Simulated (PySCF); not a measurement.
Atoms are numbered as in `[CH2:1]=[CH:2][CH2:3][Si@H:4]1[CH2:5][C@@H:6]([C:7]#[N:8])[CH2:9]1` (H(Xn): hydrogen on atom n). Ha(C1) is cis to C3; Ha(C5), Ha(C9) are cis to C3 on the ring; Hb(C1) is trans to C3; Hb(C5), Hb(C9) are trans to C3 on the ring.

One computed conformer, rapidly exchanging positions averaged, no solvent, no relativistic terms. Geometry from GFN2-xTB; GIAO PBE0/pcSseg-1 shieldings; PySCF.

References, each an isolated molecule treated in the same way: 13C and 1H and 29Si against TMS; NH3 for 15N.

```json
{"atoms": "C7", "nucleus": "13C", "count": "1", "δ (ppm)": "?"}
{"atoms": "H(Si4)", "nucleus": "1H", "count": "1", "δ (ppm)": "4.82"}
{"atoms": "C3", "nucleus": "13C", "count": "1", "δ (ppm)": "?"}
{"atoms": "C5/C9", "nucleus": "13C", "count": "2", "δ (ppm)": "21.7"}
{"atoms": "Ha(C1)", "nucleus": "1H", "count": "1", "δ (ppm)": "5.48"}
{"atoms": "H(C3)", "nucleus": "1H", "count": "2", "δ (ppm)": "2.10"}
{"atoms": "C2", "nucleus": "13C", "count": "1", "δ (ppm)": "139.0"}
{"atoms": "H(C2)", "nucleus": "1H", "count": "1", "δ (ppm)": "6.00"}
{"atoms": "Hb(C5)/Hb(C9)", "nucleus": "1H", "count": "2", "δ (ppm)": "1.89"}
{"atoms": "C6", "nucleus": "13C", "count": "1", "δ (ppm)": "17.5"}
{"atoms": "H(C6)", "nucleus": "1H", "count": "1", "δ (ppm)": "?"}
{"atoms": "Hb(C1)", "nucleus": "1H", "count": "1", "δ (ppm)": "5.26"}
{"atoms": "N8", "nucleus": "15N", "count": "1", "δ (ppm)": "296.5"}
{"atoms": "Si4", "nucleus": "29Si", "count": "1", "δ (ppm)": "-14.6"}
{"atoms": "Ha(C5)/Ha(C9)", "nucleus": "1H", "count": "2", "δ (ppm)": "?"}
{"atoms": "C1", "nucleus": "13C", "count": "1", "δ (ppm)": "?"}
```

Q: Complete the table.

A: 
- C7: 129.3 ppm, nitrile carbon; C≡N carbons fall here, among the sp2 signals but without a proton
- C1: 122.1 ppm, terminal =CH2 carbon; the olefinic region
- C3: 28.7 ppm, allylic sp3 CH2 bonded to Si
- H(C6): 2.89 ppm, hydrogen on an sp3 CH α to a nitrile
- Ha(C5)/Ha(C9): 1.80 ppm, hydrogen on an sp3 CH2 bonded to Si

Shifts are as computed. Against solution values, carbons near 30 ppm lie about +3 ppm off and those near 130 ppm about +5 ppm. Of 1211 compounds with measured shifts, 218 miss one by over three times the rms of a fit or turn the order of signals round; such compounds aren't used in these exercises. Experimental scales use liquid or dissolved standards, which lie at an offset from isolated NH3 (liquid NH3: subtract about 20 ppm). Unscaled 15N shifts of sp2 nitrogen come out 20 to 40 ppm too high even then.
